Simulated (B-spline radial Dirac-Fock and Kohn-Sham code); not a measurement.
Ho³⁴⁺: eigenvalues, ΔSCF and the reference

System: the Ho³⁴⁺ ion, 1s2 2s2 2p6 3s2 3p6 3d10 4s2 4p3.

The density-functional columns are spherical, spin-unpolarised Dirac-Kohn-Sham results without Breit or QED terms: −ε is minus the orbital energy of the initial state and ΔSCF the difference of two total energies. The reference in the last column comes from Dirac-Fock ΔSCF + Breit + QED. All numbers are from a radial B-spline solver, in eV; a selection of levels is shown. The Kohn-Sham columns are given as differences from the reference. For the 1s level of heavy atoms much of the gap between ΔSCF and the reference is the Breit and QED part, -251.4 eV here; for other levels the error of the functional can be larger.

| level | LDA −ε − DF | LDA ΔSCF − DF | Dirac-Fock |
| --- | --- | --- | --- |
| 1s | -274.3 | +238.5 | 57037.3 |
| 2s | -172.0 | -57.8 | 10806.1 |
| 2p3/2 | -139.1 | -13.0 | 9477.7 |
| 3s | -94.3 | -45.9 | 3476.3 |
| 3p3/2 | -75.6 | -27.6 | 3083.1 |
| 3d3/2 | -53.4 | +0.7 | 2740.0 |
| 3d5/2 | -54.4 | -1.1 | 2700.0 |
| 4s | -23.0 | +1.8 | 1581.9 |
| 4p | -19.9 | +4.3 | 1461.2 |

Values without a named source are computed, but for edge energies of neutral atoms, which are taken from tables.
